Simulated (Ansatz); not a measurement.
`FCCCCl` and `BCCCCl` differ in one atom or group.

Ansatz, PBE0-D4/def2-TZVP geometries, multiplicity 1. Each molecule was computed in one conformer, which needn't be the lowest.

```csv
property,`FCCCCl`
HOMO–LUMO gap (PBE0/def2-TZVPP) / eV,9.32
size of the dipole moment (ωB97M-V/def2-TZVPP) / D,2.12
size of the dipole moment (PBE/def2-TZVPP) / D,2.03
HOMO energy (ωB97M-V/def2-TZVPP) / eV,-10.76
LUMO energy (PBE0/def2-TZVPP) / eV,0.89
HOMO–LUMO gap (B3LYP/def2-TZVPP) / eV,8.76
```

Q: What does the change do to each property? (Best estimate.)

A: Computed: 
| property | `BCCCCl` | shift |
| --- | --- | --- |
| HOMO–LUMO gap (PBE0/def2-TZVPP) / eV | 7.03 | -2.29 |
| size of the dipole moment (ωB97M-V/def2-TZVPP) / D | 1.79 | -0.33 |
| size of the dipole moment (PBE/def2-TZVPP) / D | 1.72 | -0.31 |
| HOMO energy (ωB97M-V/def2-TZVPP) / eV | -10.66 | 0.10 |
| LUMO energy (PBE0/def2-TZVPP) / eV | -1.32 | -2.21 |
| HOMO–LUMO gap (B3LYP/def2-TZVPP) / eV | 6.53 | -2.23 |

With PBE0 the HOMO rises by 0.09 eV and the LUMO falls by 2.21 eV, so the gap narrows by about 2.30 eV. PBE moves the HOMO by 0.05 eV and ωB97M-V by 0.10 eV. Dipoles are sizes alone; their direction can turn.

B3LYP here is the variant with VWN-RPA as its local correlation; programs differ in this.
